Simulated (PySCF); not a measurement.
Isomers of C5H3N3Se. Method: PBE0-D3(BJ)/def2-SVP geometry optimisation, gas phase (PySCF). Energies are electronic, without zero-point or thermal terms, for one conformer each. No frequencies were run at this level. Point groups hold within 0.08 Å.

Question: Rank from lowest to highest electronic energy at this level (kJ/mol).
A. `[N:1]#[C:2]/[CH:3]=[N:4]/[c:5]1[cH:6][cH:7][n:8][se:9]1` with C3–N4–C5–C6 180°
B. `c12[se]nnc2ccnc1`
C. `c1cc2[se]nnc2cn1`
D. `[H]/[N:9]=[CH:8]/[c:7]1[c:3]([C:2]#[N:1])[cH:4][se:5][n:6]1` with N6–C7–C8–N9 180°

Answer: C (0.0), B (4.8), D (73.8), A (109.7).

As drawn, the lowest has an N–N linkage, which the highest lacks; the highest has a C≡N group and a C=N bond, which the lowest lacks. Neighbours under 10 kJ/mol apart (c1cc2[se]nnc2cn1 and c1cc2nn[se]c2cn1) can change places with a better method, another conformer or zero-point energy.

| SMILES | E (Eh) | E rel (kJ/mol) | dipole (D) | point group | A, B, C (MHz) |
| --- | --- | --- | --- | --- | --- |
| c1cc2[se]nnc2cn1 | -2756.87323 | 0.0 | 2.68 | Cs | 2816, 957.2, 714.4 |
| c1cc2nn[se]c2cn1 | -2756.87142 | 4.8 | 1.03 | Cs | 2789, 967.5, 718.3 |
| [H]/N=C/c1n[se]cc1C#N | -2756.84514 | 73.8 | 3.98 | Cs | 2300, 817.1, 602.9 |
| N#C/C=N/c1ccn[se]1 | -2756.83147 | 109.7 | 2.19 | Cs | 3313, 628.3, 528.1 |

As an exercise, what shares would exp(−E/RT) give at 2000 K from these electronic energies alone (no entropy, no degeneracies)?

RT = 16.629 kJ/mol: c1cc2[se]nnc2cn1 56.7 %, c1cc2nn[se]c2cn1 42.6 %, [H]/N=C/c1n[se]cc1C#N 0.7 %, N#C/C=N/c1ccn[se]1 0.1 %.
